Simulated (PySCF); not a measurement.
Gas-phase equilibrium of 1 mol HF, 0.27 mol H₂O at 1000 K and 0.0100 bar, among 15 species (O₂, F₂, O, F, HO₂, HOF, H₂O, H, FO, H₂O₂, O₃, HF, H₂, F₂O, OH). Only gases are allowed; each row takes one source of thermochemistry for all species, and Cantera finds the minimum.

Energies from PySCF, thermal terms from the rigid-rotor harmonic-oscillator model, ideal gas at 1 bar. 'Table' is the NASA 1993 thermochemical table (part measured, part estimated). † marks an energy on the PBE0/def2-TZVP geometry and frequencies; other levels use their own. 6-31G* has spherical d functions here. Open shells (unrestricted) among the columns below: O (multiplicity 3, electronic degeneracy 9), F (multiplicity 2, electronic degeneracy 6), OH (multiplicity 2, electronic degeneracy 4); the rest are closed-shell singlets. Spin-orbit splitting is ignored; it lowers the true energy and changes the entropy of O, F, OH. The harmonic model lacks anharmonicity and excited electronic states, which grow with temperature; levels with a mode under 35 cm⁻¹ are left out. The table's entry may be an old estimate for OH (not checked at source).

Molecules larger than those listed are left out. Also missing: (HF)n, which can matter at low temperature or high pressure. Table species left out: FO2, H2F2, H3F3, H4F4.

Mole fractions:

```json
[
 {"thermochemistry": "table", "x HF": "0.79", "x H₂O": "0.21", "x H₂": "4.1e-7", "x O": "<1e-12", "x OH": "1.7e-8", "x F": "3.4e-12"},
 {"thermochemistry": "HF/6-31G*", "x HF": "0.78", "x H₂O": "0.21", "x H₂": "0.0033", "x O": "0.0027", "x OH": "0.0012", "x F": "2.6e-5"},
 {"thermochemistry": "HF/def2-TZVP†", "x HF": "0.79", "x H₂O": "0.21", "x H₂": "0.00053", "x O": "0.00033", "x OH": "0.00040", "x F": "1.8e-6"},
 {"thermochemistry": "M06-2X/def2-TZVP†", "x HF": "0.79", "x H₂O": "0.21", "x H₂": "1.5e-6", "x O": "<1e-12", "x OH": "3.1e-8", "x F": "8.6e-12"},
 {"thermochemistry": "PBE0/def2-SVP†", "x HF": "0.79", "x H₂O": "0.21", "x H₂": "7.6e-6", "x O": "<1e-12", "x OH": "3.7e-8", "x F": "2.3e-11"},
 {"thermochemistry": "PBE0/def2-TZVP", "x HF": "0.79", "x H₂O": "0.21", "x H₂": "2.7e-6", "x O": "<1e-12", "x OH": "4.6e-8", "x F": "1.1e-11"},
 {"thermochemistry": "ωB97X-V/def2-TZVP†", "x HF": "0.79", "x H₂O": "0.21", "x H₂": "4.1e-6", "x O": "<1e-12", "x OH": "3.8e-8", "x F": "8.6e-12"}
]
```
The most sensitive of these is O: it spans a factor of 10^9.4 over these rows; at this temperature one factor of ten is RT ln 10 = 19 kJ/mol.
